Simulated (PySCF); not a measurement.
Te(Cl)(SiH3) (ClH3SiTe), SMILES [SiH3][Te]Cl. Coordinates come from a PBE0-D3(BJ)/def2-SVP optimisation. The def2 effective core potentials stand for the cores of Te; spin–orbit coupling is left out.

Calculation: PBE0-D3(BJ)/def2-SVP (PySCF).

Harmonic wavenumbers (cm⁻¹): 91, 128, 335, 367, 543, 548, 870, 913, 940, 2229, 2254, 2261. Rotational constants (GHz): 3.717, 2.402, 1.485; symmetry number 1.

**Question.** Work out the zero-point energy and the ideal-gas rigid-rotor harmonic-oscillator thermochemistry at 298.15 K and 1 atm.

**Answer.** ZPE = ½ Σ hcν = ½ × 11479 cm⁻¹ = 68.66 kJ/mol. H − E(el) = 85.66 kJ/mol. Entropy in J/(mol K): translation 174.46, rotation 115.42, vibration 43.79, total 333.66. G − E(el) = -13.82 kJ/mol. Cp = 78.50 J/(mol K). Modes under 150 cm⁻¹ make the vibrational entropy uncertain.
